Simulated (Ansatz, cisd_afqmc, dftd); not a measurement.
Reaction: C2HCl3 (SMILES ClC=C(Cl)Cl) → Cl (doublet) + C2HCl2 (SMILES [CH]=C(Cl)Cl, doublet) (the C-Cl bond breaks)
Each species at its own B3LYP-D3(BJ)/def2-TZVP minimum (Ansatz, a first-principles code).

Quantity: bond dissociation energy (electronic), in kJ/mol. Open shells are spin-unrestricted; no spin-orbit coupling. Cores are frozen in correlated methods. Rows without X2C or -DK are non-relativistic. AFQMC/CISD: phaseless, guided by CISD from CCSD amplitudes; bars are statistical, one sigma. Outlying blocks are dropped, and bars are widened where a walk drifts. Over all cases where full CI ran beside it in this data, AFQMC minus full CI had a median of +0.1 mEh and passed +0.4 mEh in a tenth of the cases. CBS(X,Y): correlation extrapolated as X^-3, Hartree-Fock from the larger set. A bracket is a step between two methods taken in the basis named. The functionals are non-relativistic, so their misses hold any scalar relativity. Double hybrids freeze cores in their MP2 part. '+ core + X2C': CCSD(T) terms for core correlation (cc-pwCVTZ, 1s frozen past Ne) and scalar relativity (cc-pVTZ-DK). The restricted determinant of C2HCl3 (ClC=C(Cl)Cl, singlet) is unstable towards broken spin symmetry in at least one set run. The UHF reference of C2HCl2 ([CH]=C(Cl)Cl, doublet) is spin-contaminated (<S^2> up to 0.22 over the pure value in the sets run).

```json
[
 {"level": "HF/cc-pV(Q+d)Z", "program": "Ansatz", "bond dissociation energy (kJ/mol)": "243.6"},
 {"level": "B3LYP-D4/def2-TZVPD", "program": "Ansatz + dftd4", "bond dissociation energy (kJ/mol)": "389.1"},
 {"level": "B2PLYP-D3(BJ)/def2-TZVPD", "program": "Ansatz + dftd3", "bond dissociation energy (kJ/mol)": "398.7"},
 {"level": "B2PLYP/def2-TZVPD", "program": "Ansatz", "bond dissociation energy (kJ/mol)": "392.6"},
 {"level": "CCSD/cc-pV(T+d)Z", "program": "Ansatz", "bond dissociation energy (kJ/mol)": "377.6"},
 {"level": "CCSD(T)/cc-pV(D+d)Z", "program": "Ansatz", "bond dissociation energy (kJ/mol)": "375.3"},
 {"level": "CCSD(T)/CBS(cc-pV(T+d)Z,cc-pV(Q+d)Z) + core + X2C", "program": "Ansatz", "bond dissociation energy (kJ/mol)": "411.3"},
 {"level": "AFQMC/CISD/cc-pV(T+d)Z", "program": "cisd_afqmc", "bond dissociation energy (kJ/mol)": "396.2 ± 1.6"},
 {"level": "CCSD(T)/CBS(cc-pV(T+d)Z,cc-pV(Q+d)Z) + [AFQMC/CISD - CCSD(T)]/cc-pV(T+d)Z", "program": "Ansatz + cisd_afqmc", "bond dissociation energy (kJ/mol)": "413.3 ± 1.6"},
 {"level": "CCSD(T)/CBS(cc-pV(T+d)Z,cc-pV(Q+d)Z) + [AFQMC/CISD - CCSD(T)]/cc-pV(T+d)Z + core + X2C", "program": "Ansatz + cisd_afqmc", "bond dissociation energy (kJ/mol)": "413.9 ± 1.6"}
]
```
